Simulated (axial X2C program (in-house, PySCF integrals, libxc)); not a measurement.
# Spin–orbit effects along a row: molecules with O (ions), PBE0

Calculated with an axial X2C code built on PySCF integrals, spin-free (one-electron X2C) or two-component (2c: spin–orbit coupling with atomic mean-field Coulomb and Gaunt terms, which also bring small scalar terms), in Dyall basis sets with cores contracted in-house; open shells are unrestricted.

Basis sets: As dyall-cv3z, Cr dyall-cv3z, Ga dyall-cv3z, Ge dyall-cv3z, K dyall-cv3z, Mn dyall-cv3z, Ni dyall-cv3z, O dyall-av3z, Sc dyall-cv3z, Ti dyall-cv3z, V dyall-cv3z.

| molecule | spin-free state | Re (Å) | ωe (cm⁻¹) | De (eV) | 2c state | Re 2c (Å) | ωe 2c (cm⁻¹) | De 2c (eV) |
| --- | --- | --- | --- | --- | --- | --- | --- | --- |
| KO⁺ | M_S = 1, Λ = 0 | 2.953 | 125.8 | 0.19 | Ω = 1 | 2.953 | 125.8 | 0.19 |
| ScO⁺ | M_S = 0, Λ = 0 | 1.598 | 1098.2 | 6.92 | Ω = 0 | 1.598 | 1098.2 | n/a |
| TiO⁺ | M_S = 1/2, Λ = 2 | 1.556 | 1147.9 | 6.48 | Ω = 3/2 | 1.556 | 1147.7 | n/a |
| VO⁺ | M_S = 1, Λ = 0 | 1.525 | 1162.7 | 5.56 | Ω = 1 | 1.525 | 1162.6 | n/a |
| CrO⁺ | M_S = 3/2, Λ = 0 | 1.579 | 765.8 | 2.99 | Ω = 3/2 | 1.580 | 764.3 | 2.98 |
| MnO⁺ | M_S = 2, Λ = 1 | 1.719 | 645.7 | 2.34 | Ω = 1 | 1.718 | 645.6 | 2.36 |
| NiO⁺ | M_S = 3/2, Λ = 0 | 1.617 | 723.9 | 2.42 | Ω = 3/2 | 1.618 | 722.2 | n/a |
| GaO⁺ | M_S = 1, Λ = 1 | 1.874 | 422.9 | 0.13 | Ω = 2 | 1.874 | 423.9 | 0.14 |
| GeO⁺ | M_S = 1/2, Λ = 1 | 1.768 | 745.1 | 3.62 | Ω = 3/2 | 1.768 | 744.6 | n/a |
| AsO⁺ | M_S = 0, Λ = 0 | 1.553 | 1181.7 | 6.27 | Ω = 0 | 1.553 | 1180.6 | n/a |

Fragments in 2c: K+ + O, Sc+ + O, Ti+ + O, V+ + O, Cr+ + O, Mn+ + O, Ni+ + O, Ga+ + O, Ge+ + O, As+ + O. Each entry is the lowest single determinant of a limited PBE0 search at one distance. De goes to single-determinant-based atoms at the same level (for ions the charge split of lowest energy) and is withheld (n/a) where an atom does not fit its ground term or J level. Main or longest-lived isotopes. One determinant is a doubtful description, or other states lie close, for KO⁺, TiO⁺, VO⁺, CrO⁺, MnO⁺, NiO⁺, GaO⁺, GeO⁺; these need not be ground states, and all values refer to the states named. Some open-shell Ω = 0 determinants are out of reach, so the Ω given for KO⁺, VO⁺, MnO⁺, GaO⁺ need not be the lowest component. With several unpaired electrons the Ω given is that of one determinant, not necessarily of the lowest component. Some light 2c atoms are not at their ground J level, so De misses part of their lowering (0.04 eV or less). The functionals have no current term, which raises determinants with orbital currents. Where the atoms have a lower orbital projection than the molecule, De at mean-field level may be about a tenth of an eV too small.
